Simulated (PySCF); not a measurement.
## Name the molecule from its bond curve

A diatomic of charge 0 contains Se. Its triplet curve at PBE0 in a triple-zeta basis (scalar-relativistic core potentials, PySCF), in eV from the separated fragments:

(R (Å), E (eV)): (1.746, -2.341), (1.827, -3.320), (1.908, -3.854), (1.969, -4.042), (2.030, -4.094), (2.091, -4.042), (2.172, -3.857), (2.274, -3.499), (2.395, -2.965), (2.558, -2.185)

The fit gives ωe = 578 cm⁻¹ and the rotational constant Bₑ = 0.1796 cm⁻¹.

Question: Which atom is the partner?

Answer: The minimum lies at 2.027 Å, so the reduced mass is 16.8576 u Å² cm⁻¹/(Bₑ·Re²) = 22.84 u. With Se at 79.92 u the partner weighs about 32.0 u: S. The molecule is SeS.

Spin–orbit coupling is left out. The state was picked by a PBE0 search and need not be the measured ground state.
